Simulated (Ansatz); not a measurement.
Ansatz (a quantum-chemistry and plane-wave program) input (PBE/def2-TZVPD):

Ansatz 0.2 input:
```yaml
crystal:
  periodic: [false, false, false]
  atoms:
    - {symbol: W, position_ang: [0.01718860, 0.00631771, 0.00349031]}
    - {symbol: H, position_ang: [0.70825666, 1.29363694, -0.90529269]}
    - {symbol: H, position_ang: [-1.28020020, 0.72087477, 0.82458585]}
    - {symbol: H, position_ang: [0.99179209, -0.66878051, 1.25050388]}
    - {symbol: H, position_ang: [-1.53056825, -0.56256353, -0.31079656]}
    - {symbol: H, position_ang: [-0.16123676, -1.25067791, -1.11728344]}
basis:
  gaussian:
    orbitals: def2-TZVPD
hamiltonian:
  xc: {name: PBE}
magnetization: {spin_polarized: true, initial_magnetization: 1}
output: {forces: true}
```

End of the output:

```
mean field evaluation 4: about -1904.6658 eV, gradient 3.0e0 eV
mean field evaluation 8: about -1904.7138 eV, gradient 3.0e-2 eV
mean field evaluation 16: about -1904.7040 eV, gradient 3.4e-5 eV
mean field evaluation 32: about -1902.8406 eV, gradient 1.3e-4 eV
mean field -1904.70403801 eV, -69.9965823421 hartree, gradient 1.4e-5 eV, S^2 0.759142; 9 other end points of the search recorded, 0 dependent functions left out
the calculation of the forces begins
reference -1904.70409955 eV, -69.9965846037 hartree; 10, 9 occupied and 78, 79 virtual orbitals, 601 factors
Total energy: -1904.70409955 eV, -69.9965846037 hartree
Atom 0 at     0.017189     0.006318     0.003490 Å, force     0.244978     0.090042     0.049745 eV/Å
Atom 1 at     0.708257     1.293637    -0.905293 Å, force    -0.010754     0.021465    -0.027990 eV/Å
Atom 2 at    -1.280200     0.720875     0.824586 Å, force    -0.076851    -0.033266    -0.020174 eV/Å
Atom 3 at     0.991792    -0.668781     1.250504 Å, force    -0.003780    -0.026807     0.025038 eV/Å
Atom 4 at    -1.530568    -0.562564    -0.310797 Å, force    -0.072029    -0.026474    -0.014626 eV/Å
Atom 5 at    -0.161237    -1.250678    -1.117283 Å, force    -0.081565    -0.024960    -0.011994 eV/Å
Dipole moment:     0.171636     0.063085     0.034852 e Å
```

The spin state was set by rule; other spins were not relaxed.
